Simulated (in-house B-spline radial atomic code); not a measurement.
**RPA and G0W0 on wB97X: Rb7+**

Configuration [Ar] 3d10 4s2, mean-field start wB97X. Computed with an all-electron radial atomic-structure program (B-spline basis): all electrons, non-relativistic, point nucleus, each spin shell either full or empty, empty states to l = 9 with an (l + 1/2)⁻⁴ tail; G0W0 by contour deformation at full frequency.

Without relativity these are model numbers: it shifts the levels of so heavy an element strongly and can reorder them.

Command:
```bash
python run_gw.py task.json out
```
Settings (radii: box in bohr, nucleus in fm):
```
Z                        37
electrons                30
configuration            [Ar] 3d10 4s2
hamiltonian              nr
method                   wb97x
lmax                     9
spin_polarised           False
box_radius               8.41
intervals                50
ion_configuration        [Ar] 3d10 4s1
```

Time taken, with all properties: 6 s on 1 thread of Arm Neoverse N1, with other jobs on the host.

Energies (hartree):

```
                                     term        value
                         mean-field total  -2926.50632
Hartree-Fock functional on these orbitals  -2924.87332
                      direct second order      -2.5037
                    second-order exchange      0.72626
                         SOSEX correction      0.67733
```

(1) What is the RPA correlation energy, and what remains with SOSEX?

Quasi-particle levels (eV):

```json
{"level": "4s", "occupied": "yes", "mean field": "-128.10", "Σx - vxc": "-0.68", "Σc": "?", "QP weight": "?", "G0W0": "?"}
{"level": "3d", "occupied": "yes", "mean field": "-222.24", "Σx - vxc": "-14.84", "Σc": "3.07", "QP weight": "0.958", "G0W0": "-234.01"}
{"level": "3p", "occupied": "yes", "mean field": "-340.71", "Σx - vxc": "-25.19", "Σc": "7.30", "QP weight": "0.883", "G0W0": "-358.60"}
{"level": "4p", "occupied": "no", "mean field": "-100.70", "Σx - vxc": "4.26", "Σc": "-1.75", "QP weight": "0.974", "G0W0": "-98.19"}
```

G0W0 = mean field + (Σx - vxc) + Σc, with Σc (partial-wave tail included) taken at the quasi-particle energy. Only the outer levels were computed. Levels of low weight are left out.

(2) Where does G0W0 put 4s?

(3) What does it cost to remove one electron (to [Ar] 3d10 4s1) by differences of total energies, each species on its own start (correlation terms add to the Hartree-Fock functional)?

## Answers

(1) RPA gives -2.2342 hartree (-2.03 eV per electron); RPA + SOSEX gives -1.5569, and the second-order doubles -1.7775 hartree (no singles). SOSEX takes back 30 % of the RPA value.

(2) At -131.26 eV, with Σc = -2.48 eV and a quasi-particle weight of 0.975. The tabulated removal energy is 132.79 ± 0.25 eV (NIST, semi-empirical); the calculation leaves out relativity, Breit and QED terms, and what these don't explain is the method's own error.

(3) wB97X 130.55 eV, Hartree-Fock functional 128.47 eV, + RPA 130.96 eV, + RPA + SOSEX 130.39 eV, + second order 131.09 eV. Tabulated: 132.79 ± 0.25 eV (NIST, semi-empirical); the calculation leaves out relativity, Breit and QED terms, and what these don't explain is the method's own error.
